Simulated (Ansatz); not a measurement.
`N/C=N/BF`, 9 atoms. The species carries charge 0 and has multiplicity 1. All runs use 2 threads of an Arm Neoverse V1 on a shared host. Correlated methods freeze the cores.

(1) How many basis functions does each run have, and how long does it take in Ansatz? RHF-CCSD(T)/def2-TZVPP energy; RKS PBE0-D4/def2-QZVPP energy; RKS ωB97M-V/def2-TZVPP energy and forces; RKS PBE0-D4/def2-TZVP frequencies; RKS PBE-QIDH (frozen core)/def2-TZVPP energy; RKS r2SCANh-D4/def2-TZVPP energy; RKS PBE0-D4/def2-SVP energy; RHF-MP2/def2-QZVPP energy; RHF-CCSD(T)/def2-SVP energy; direct RPA on PBE orbitals/def2-TZVPP energy; RKS ωB97M-V/def2-SVP energy; RKS r2SCAN-D4/def2-TZVPP energy and forces. (Estimate.)

Results:

(1) Ansatz gave: Other jobs shared the machine, so times are rough.

```
                                level                job  functions  wall time  peak host memory (GiB)
                 RKS PBE0-D4/def2-SVP             energy         90      1.2 s                    0.16
                 RKS ωB97M-V/def2-SVP             energy         90      5.5 s                    0.23
             RKS r2SCAN-D4/def2-TZVPP  energy and forces        211        6 s                    0.23
                 RHF-CCSD(T)/def2-SVP             energy         90        6 s                    0.35
            RKS r2SCANh-D4/def2-TZVPP             energy        211      6.5 s                    0.44
direct RPA on PBE orbitals/def2-TZVPP             energy        211        7 s                    0.43
RKS PBE-QIDH (frozen core)/def2-TZVPP             energy        211        7 s                    0.45
               RKS PBE0-D4/def2-QZVPP             energy        405      9.5 s                    0.99
               RKS ωB97M-V/def2-TZVPP  energy and forces        211       14 s                    0.54
                   RHF-MP2/def2-QZVPP             energy        405       31 s                     1.9
               RHF-CCSD(T)/def2-TZVPP             energy        211    2.5 min                     3.2
                RKS PBE0-D4/def2-TZVP        frequencies        179    2.6 min                    0.36
```
